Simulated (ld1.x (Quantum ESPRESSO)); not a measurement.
# nickel ultrasoft: all-electron and pseudo phase curves

```json
{"Element": "Ni", "Generator": "ld1.x (Quantum ESPRESSO) 7.5", "Type": "ultrasoft", "Functional": "LDA (PZ)", "Relativity": "scalar-relativistic", "Frozen core": "[Ne]", "Valence charge": "18", "Reference configuration": "3s2 3p6 3d7 4s0 4p0 (charge +3)", "Partial waves": "3s (bound): rcut 0.95, rcutus 1.10 bohr; 4s (bound, empty): rcut 0.95, rcutus 1.10 bohr; 3p (bound): rcut 1.05, rcutus 1.10 bohr; 4p (bound, empty): rcut 1.05, rcutus 1.10 bohr; 3d (bound): rcut 0.80, rcutus 1.05 bohr; 3d channel at -2.85 Ry: rcut 0.80, rcutus 1.05 bohr; 4f channel at 0.05 Ry: rcut 1.05, rcutus 1.35 bohr; 4f channel at 0.8 Ry: rcut 1.05, rcutus 1.35 bohr", "Local potential": "all-electron potential smoothed inside 0.80 bohr (lloc = -2)", "Core correction": "a·sin(br)/r model core inside 0.65 bohr", "Augmentation charge": "PSQ, inside the norm-conserving radii"}
```

The phase is arctan(r·u′/u) with u = r·R(r), unwrapped; energies in Ry, scanned from -13 to 5 Ry. A pole is an energy at which the radial function vanishes at the test radius. The pseudo phase is shifted by a multiple of π to meet the all-electron one at the reference energy, and phase errors are pseudo minus all-electron; the curves can meet again beyond the range given. Levels narrower than the energy grid can be missing from the lists of poles.

| channel | radius (bohr) | reference energy (Ry) | poles, all-electron | poles, pseudo | unbroken range about the reference energy with phases within 0.05 rad | phase error 1 Ry above the reference energy (rad) |
| --- | --- | --- | --- | --- | --- | --- |
| s | 1.51 | -2.47 | -10.65 | -10.65 | the whole range | +0.000 |
| p | 1.51 | -1.87 | -7.59 | -7.59 | the whole range | +0.000 |
| d | 1.51 | -3.48 | -2.58 | -2.58 | the whole range | -0.000 |
| f | 1.51 | 0.05 | none | none | the whole range | -0.000 |

The ghost test of this file was not conclusive. Its overlap operator is not positive definite in a basis up to 400 Ry (lowest eigenvalue s -0.17, p -0.25), so the file is unfit for use: the generalised eigenproblem breaks down once the basis is large enough, and its test numbers describe a broken file.

Phases in the p channel:

```json
{"E (Ry)": "-13.00", "all-electron": "1.329", "pseudo": "1.329"}
{"E (Ry)": "-12.52", "all-electron": "1.318", "pseudo": "1.319"}
{"E (Ry)": "-12.04", "all-electron": "1.306", "pseudo": "1.306"}
{"E (Ry)": "-11.56", "all-electron": "1.291", "pseudo": "1.291"}
{"E (Ry)": "-11.08", "all-electron": "1.271", "pseudo": "1.271"}
{"E (Ry)": "-10.60", "all-electron": "1.244", "pseudo": "1.244"}
{"E (Ry)": "-10.12", "all-electron": "1.204", "pseudo": "1.204"}
{"E (Ry)": "-9.64", "all-electron": "1.135", "pseudo": "1.135"}
{"E (Ry)": "-9.16", "all-electron": "0.977", "pseudo": "0.977"}
{"E (Ry)": "-8.68", "all-electron": "0.328", "pseudo": "0.329"}
{"E (Ry)": "-8.20", "all-electron": "-1.176", "pseudo": "-1.176"}
{"E (Ry)": "-7.72", "all-electron": "-1.530", "pseudo": "-1.530"}
{"E (Ry)": "-7.24", "all-electron": "-1.645", "pseudo": "-1.645"}
{"E (Ry)": "-6.76", "all-electron": "-1.705", "pseudo": "-1.705"}
{"E (Ry)": "-6.28", "all-electron": "-1.746", "pseudo": "-1.745"}
{"E (Ry)": "-5.80", "all-electron": "-1.777", "pseudo": "-1.777"}
{"E (Ry)": "-5.32", "all-electron": "-1.805", "pseudo": "-1.805"}
{"E (Ry)": "-4.84", "all-electron": "-1.831", "pseudo": "-1.831"}
{"E (Ry)": "-4.36", "all-electron": "-1.858", "pseudo": "-1.858"}
{"E (Ry)": "-3.88", "all-electron": "-1.886", "pseudo": "-1.886"}
{"E (Ry)": "-3.40", "all-electron": "-1.918", "pseudo": "-1.918"}
{"E (Ry)": "-2.92", "all-electron": "-1.954", "pseudo": "-1.954"}
{"E (Ry)": "-2.44", "all-electron": "-1.996", "pseudo": "-1.996"}
{"E (Ry)": "-1.96", "all-electron": "-2.047", "pseudo": "-2.047"}
{"E (Ry)": "-1.48", "all-electron": "-2.112", "pseudo": "-2.112"}
{"E (Ry)": "-1.00", "all-electron": "-2.196", "pseudo": "-2.196"}
{"E (Ry)": "-0.52", "all-electron": "-2.309", "pseudo": "-2.309"}
{"E (Ry)": "-0.04", "all-electron": "-2.466", "pseudo": "-2.465"}
{"E (Ry)": "0.44", "all-electron": "-2.685", "pseudo": "-2.682"}
{"E (Ry)": "0.92", "all-electron": "-2.979", "pseudo": "-2.973"}
{"E (Ry)": "1.40", "all-electron": "-3.322", "pseudo": "-3.313"}
{"E (Ry)": "1.88", "all-electron": "-3.647", "pseudo": "-3.636"}
{"E (Ry)": "2.36", "all-electron": "-3.903", "pseudo": "-3.892"}
{"E (Ry)": "2.84", "all-electron": "-4.088", "pseudo": "-4.077"}
{"E (Ry)": "3.32", "all-electron": "-4.220", "pseudo": "-4.210"}
{"E (Ry)": "3.80", "all-electron": "-4.316", "pseudo": "-4.307"}
{"E (Ry)": "4.28", "all-electron": "-4.389", "pseudo": "-4.380"}
{"E (Ry)": "4.76", "all-electron": "-4.445", "pseudo": "-4.436"}
```
